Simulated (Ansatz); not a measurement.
# Abstraction of F: C4H9FO + CH7Si2 → C4H9O + CH7FSi2

Species: C4H9FO `CCOCCF`, singlet; CH7Si2 `[SiH2]C[SiH3]`, doublet; C4H9O `[CH2]COCC`, doublet; CH7FSi2 `F[SiH2]C[SiH3]`, singlet. A radical takes F: the energy is the difference in strength between the C–F bond broken and the Si–F bond made.

Shapes, held fixed at every level: PBE0-D4/def2-TZVP. Flexible molecules stand in one conformer, not always the lowest. Programs: Ansatz 0.2.0. Electronic energies: no zero-point or thermal term.

| level | kind | ΔE (kJ/mol) | less CCSD(T)/CBS estimate |
| --- | --- | --- | --- |
| MP2/def2-TZVPP | perturbation theory | -159.6 | +3.4 |
| HF/def2-TZVPP | Hartree–Fock | -175.0 | -12.0 |
| PBE-D4/def2-TZVPP | GGA | -139.6 | +23.4 |
| B3LYP-D4/def2-TZVPP | global hybrid | -158.4 | +4.6 |
| PBE0-D4/def2-TZVPP | global hybrid | -147.0 | +16.0 |
| B2PLYP/def2-TZVPP | double hybrid | -159.9 | +3.1 |
| CCSD/def2-TZVPP | coupled cluster or CI | -160.4 | +2.6 |
| CCSD(T)/CBS estimate | coupled cluster or CI | -163.0 | 0.0 |

The highest level, CCSD(T)/CBS estimate, gives ΔE = -163.0 kJ/mol; the levels span -175.0 to -139.6. The column of differences is taken from that level and isn't an error. No measured value is set beside it here. Open shells run unrestricted. The CBS estimate extrapolates MP2 from def2-TZVPP and def2-QZVPP and adds CCSD(T) − MP2 in the triple-zeta set, cores frozen.
